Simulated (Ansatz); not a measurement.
Zn3Se3, relaxed as a singlet with RKS PBE-D4/def2-SVP in Ansatz, starting from the GFN1-xTB geometry. Force threshold 0.02 eV/Å.

The restricted singlet is unstable towards broken spin symmetry in Hartree–Fock (as tested in another run); at PBE-D4/def2-SVP this wasn't settled. Another isomer (singlet) lies 2.51 eV lower at PBE0-D4/def2-TZVP; other spin states weren't run for this one.

Start:

```tsv
atom	x (Å)	y (Å)	z (Å)
Zn1	0.249	-1.852	1.409
Zn2	0.175	1.666	0.455
Zn3	0.817	-0.783	-0.851
Se4	-1.555	-0.666	-1.299
Se5	-1.923	0.536	0.654
Se6	2.238	1.100	-0.368
```

(1) Estimate the energy that the relaxation releases and the steps that it takes.

(2) Does the start keep its bonding?

(3) Predict the relaxed structure.

Results:

(1) 3.6 kcal/mol, in 7 steps; 20 s on 4 threads of Arm Neoverse V2 on a shared host. No frequencies were taken in this run, so the end may be a saddle point.

(2) By distances, no bond broke or formed. The bond that changes most is Se4–Se5, from 2.32 to 2.41 Å (atoms count from 1).

(3) 
```xyz
6

Zn    0.040   -1.790    1.369
Zn    0.118    1.544    0.284
Zn    0.902   -0.777   -0.716
Se   -1.466   -0.539   -1.334
Se   -1.855    0.394    0.857
Se    2.262    1.168   -0.461
```
Bond lengths (bridged metal pairs left out): 4 × Se–Zn 2.30 to 2.46 Å; 1 × Se–Se 2.41 Å; 1 × Zn–Zn 2.47 Å.
